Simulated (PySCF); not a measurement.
# Ionising MgTl

M06-2X; Mg aug-cc-pVDZ, Tl aug-cc-pVDZ-PP with ECP60; scalar-relativistic core potentials (PySCF 2.14). Neutral (UKS): doublet (π ↑), Re = 3.214 Å, ωe = 103 cm⁻¹, De = 0.27 eV, HOMO -4.29 eV, LUMO -1.67 eV.

MgTl⁺ (UKS): singlet (closed shell), Re = 3.413 Å, ωe = 112 cm⁻¹. The energies at the minima are -372.43890 hartree for MgTl and -372.25527 for MgTl⁺.

Question: Work out the adiabatic ionisation energy, without and with harmonic zero-point energies (1 hartree = 27.2114 eV, 1 eV = 8065.5 cm⁻¹), and the change of the bond length.

Answer: At M06-2X: 0.18363 hartree = 4.997 eV between the minima; the zero-point term (112.0 − 103.0)/2 cm⁻¹ = +0.001 eV makes it 4.997 eV. Re changes by +19.9 pm against the neutral. The electron leaves a π orbital, and the longer bond of the ion fits a bonding orbital, or a change in how ionic the bond is.

Closed-shell solutions of metal pairs were not tested for spin polarisation, which can lower them a little. Weak bonds: MgTl. Basis-set superposition, not corrected here, can be much of De in a small basis, most of all at correlated wavefunction levels. These are scalar-relativistic numbers at best; spin–orbit coupling would shift them, the dissociation energy most. States were picked by a PBE0 search and need not be the measured ground states.
